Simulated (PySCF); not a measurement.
An unknown shows these calculated signals:

1H NMR (400 MHz, computed): δ 4.94 (s, 2H), 4.25 (s, 3H), 3.85 (s, 3H).

13C{1H} NMR (computed): δ 119.5 (C), 112.1 (C), 53.2 (CH3).

Method: coordinates at the GFN2-xTB level, NMR shieldings at PBE0/pcSseg-1/GIAO, in PySCF 2.14 (relativity neglected, averaged over atoms made equivalent by symmetry, fast rotation or ring inversion, single conformer, isolated molecule).

References, each an isolated molecule treated in the same way: 1H (σ = 31.72 ppm) and 13C (σ = 186.93 ppm) against TMS.

Which of these does the molecule contain: a tert-butyl group, a Si–H bond, an amide, a C≡C triple bond, an OH group?

Results:


- A tert-butyl group: no.
- A Si–H bond: yes (δH 4.94 (s)).
- An amide: no.
- A C≡C triple bond: yes (δC 119.5, 112.1).
- An OH group: no.

The data belong to `CO[SiH2]C#C[SiH3]`, C₃H₈OSi₂; they needn't prove each group on their own.

Carbon signals by region: 2 in the sp2 and nitrile region (100–160 ppm), 1 at 50–100 ppm.

Shifts are as computed. Against solution values, carbons near 30 ppm lie about +3 ppm off and those near 130 ppm about +5 ppm. Of 1211 compounds with measured shifts, 218 miss one by over three times the rms of a fit or turn the order of signals round; such compounds aren't used in these exercises. No couplings were computed; multiplicities are counted from neighbouring protons, with m where these are inequivalent, close in shift, in a saturated or five-membered ring or joined by F or P, and br s for small geminal =CH2 splittings.
